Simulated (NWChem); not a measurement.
System: GeH$_{2}$S$_{2}$F$_{2}$; SMILES [SH][Ge]([F])([F])[SH]

Output (shortened):

```
             Northwest Computational Chemistry Package (NWChem) 7.3.0
             --------------------------------------------------------

                             Geometry "geometry" -> ""
                             -------------------------

 Output coordinates in angstroms (scale by  1.889725989 to convert to a.u.)

  No.       Tag          Charge          X              Y              Z
 ---- ---------------- ---------- -------------- -------------- --------------
    1 F                    9.0000    -0.28237100    -1.32377800    -1.43039400
    2 Ge                  32.0000     0.00000000     0.00000000    -0.33798500
    3 F                    9.0000     0.28237100     1.32377800    -1.43039400
    4 S                   16.0000     1.81715900    -0.24631800     0.90256700
    5 S                   16.0000    -1.81715900     0.24631800     0.90256700
    6 H                    1.0000     2.60136700     0.32168000    -0.04127000
    7 H                    1.0000    -2.60136700    -0.32168000    -0.04127000

 Effective nuclear repulsion energy (a.u.)     601.4196911101

  xc_inp: hfexch multiplicative factor not found.
                              NWChem Property Module
                              ----------------------

  itol2e modified to match energy
  convergence criterion.

                                 NWChem DFT Module
                                 -----------------

 Summary of "ao basis" -> "ao basis" (spherical)
 ------------------------------------------------------------------------------
       Tag                 Description            Shells   Functions and Types
 ---------------- ------------------------------  ------  ---------------------
 F                           sto-3g                  3        5   2s1p
 Ge                          sto-3g                  8       18   4s3p1d
 S                           sto-3g                  5        9   3s2p
 H                           sto-3g                  1        1   1s

  itol2e modified to match energy
  convergence criterion.

[...]

          -----------------------------------------
          Chemical Shielding Tensors (GIAO, in ppm)
          -----------------------------------------

                                NWChem CPHF Module
                                ------------------

  scftype          =     RHF
  nclosed          =       42
  nopen            =        0
  variables        =      252
  # of vectors     =        3
  tolerance        = 0.10D-03
  level shift      = 0.00D+00
  max iterations   =       50
  max subspace     =       30

 SCF residual:    2.0293735035040331E-005

Iterative solution of linear equations
  No. of variables      252
  No. of equations        3
  Maximum subspace       30
        Iterations       50
       Convergence  1.0D-04

   iter   nsub   residual    time
   ----  ------  --------  ---------
     1      3    1.30D+00       6.7
     2      6    9.96D-02       7.3
     3      9    1.88D-02       7.9
     4     12    5.62D-03       8.8
     5     15    1.25D-03       9.4
     6     18    3.00D-04      10.0
     7     21    5.08D-05      10.7

      Atom:    1  F
        Diamagnetic
    439.8098      6.6576      5.4211
      6.6576    467.7682     25.9599
      5.4211     25.9599    459.1148

        Paramagnetic
    204.0310    -35.9072    -32.0929
    -35.9072     51.7023   -145.6189
    -32.0929   -145.6189    139.9390

        Total Shielding Tensor
    643.8408    -29.2497    -26.6718
    -29.2497    519.4705   -119.6590
    -26.6718   -119.6590    599.0538

           isotropic =     587.4550
          anisotropy =     147.7154

          Principal Components and Axis System
                 1           2           3
              685.9320    650.3763    426.0568

      1        -0.1247      0.9761      0.1778
      2        -0.5646     -0.2171      0.7963
      3         0.8159     -0.0011      0.5782

      Atom:    2  Ge
        Diamagnetic
   2741.1421      0.2065     -0.0000
      0.2065   2736.0206      0.0000
     -0.0000      0.0000   2738.0343

        Paramagnetic
   -547.3063    -11.1803     -0.0000
    -11.1803   -501.8554     -0.0000
     -0.0000     -0.0000   -586.9401

        Total Shielding Tensor
   2193.8358    -10.9738     -0.0000
    -10.9738   2234.1651     -0.0000
     -0.0000     -0.0000   2151.0942

           isotropic =    2193.0317
          anisotropy =      65.8891

          Principal Components and Axis System
                 1           2           3
             2236.9578   2191.0432   2151.0942

      1        -0.2466      0.9691      0.0000
      2         0.9691      0.2466      0.0000
      3        -0.0000     -0.0000      1.0000

      Atom:    3  S
        Diamagnetic
   1050.0943      0.3643      4.4906
      0.3643   1036.4346     -2.7338
      4.4906     -2.7338   1042.9935

        Paramagnetic
    -29.7064     77.0178   -152.4771
     77.0178    -29.5473    -25.8741
   -152.4771    -25.8741    -92.0376

        Total Shielding Tensor
   1020.3879     77.3821   -147.9865
     77.3821   1006.8873    -28.6080
   -147.9865    -28.6080    950.9559

           isotropic =     992.7437
          anisotropy =     272.9866

          Principal Components and Axis System
                 1           2           3
             1174.7347    974.0054    829.4910

      1         0.7281     -0.2331      0.6446
      2         0.4271      0.8898     -0.1606
      3        -0.5361      0.3922      0.7475

      Atom:    4  H
        Diamagnetic
     39.0199      5.1007     -5.2274
      5.1007     25.9380     -5.0846
     -5.2274     -5.0846     31.6421

[...]
```

Level: Hartree-Fock/STO-3G, GIAO. STO-3G and 3-21G are far too small for this property and stand as cheap habits. Coordinates come from a B3LYP/6-31G* (spherical d) optimisation. The output numbers the shielded atoms by their place in the input's list. The printed shielding anisotropy is the first printed principal value minus the mean of the other two.

Q: Reconstruct the input file.

A: One answer among several that fit: the input that was run:
```
start job
memory heap 200 mb stack 900 mb global 1100 mb
geometry units angstroms noautosym nocenter noautoz
  F     -0.282371    -1.323778    -1.430394
  Ge     0.000000     0.000000    -0.337985
  F      0.282371     1.323778    -1.430394
  S      1.817159    -0.246318     0.902567
  S     -1.817159     0.246318     0.902567
  H      2.601367     0.321680    -0.041270
  H     -2.601367    -0.321680    -0.041270
end
basis spherical
  F library sto-3g
  Ge library sto-3g
  S library sto-3g
  H library sto-3g
end
dft
  xc hfexch
  iterations 150
end
property
  shielding 4 1 2 4 6
end
task dft property
```
